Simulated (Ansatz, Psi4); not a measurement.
Here is a job for Psi4.
```
memory 2 GB

molecule mol {
0 3
  Ge    1.918200    0.707600    0.011600
  Ge    0.174200   -0.908900   -0.116600
  Ge   -2.040400   -0.049200    0.097700
  H     3.296100    0.131300   -0.142500
  H     1.802800    1.750900   -1.061800
  H     1.950100    1.477000    1.298100
  H     0.399100   -1.988700    0.907400
  H     0.280800   -1.659700   -1.425800
  H    -2.407200    0.862300   -1.036300
  H    -2.259400    0.775000    1.332600
  H    -3.114300   -1.097700    0.135600
}

set basis sto-3g
set reference uks
set scf_type pk
set puream true
set d_convergence 1e-8
set dft_radial_points 99
set dft_spherical_points 590

energy('pbe0')
print_variables()
```

Task: Convert this to an input for Ansatz (a quantum-chemistry and plane-wave program).

Result: This is not unique; one that fits is 
Ansatz 0.2 input:
```yaml
crystal:
  periodic: [false, false, false]
  atoms:
    - {symbol: Ge, position_ang: [1.91820000, 0.70760000, 0.01160000]}
    - {symbol: Ge, position_ang: [0.17420000, -0.90890000, -0.11660000]}
    - {symbol: Ge, position_ang: [-2.04040000, -0.04920000, 0.09770000]}
    - {symbol: H, position_ang: [3.29610000, 0.13130000, -0.14250000]}
    - {symbol: H, position_ang: [1.80280000, 1.75090000, -1.06180000]}
    - {symbol: H, position_ang: [1.95010000, 1.47700000, 1.29810000]}
    - {symbol: H, position_ang: [0.39910000, -1.98870000, 0.90740000]}
    - {symbol: H, position_ang: [0.28080000, -1.65970000, -1.42580000]}
    - {symbol: H, position_ang: [-2.40720000, 0.86230000, -1.03630000]}
    - {symbol: H, position_ang: [-2.25940000, 0.77500000, 1.33260000]}
    - {symbol: H, position_ang: [-3.11430000, -1.09770000, 0.13560000]}
basis:
  gaussian:
    orbitals: STO-3G
hamiltonian:
  xc: pbe0
magnetization: {spin_polarized: true, initial_magnetization: 2}
accuracy: high
```

Both were run: Psi4 gave -6163.097879 Eh and Ansatz -6163.097883 Eh, 0.003 mEh apart.
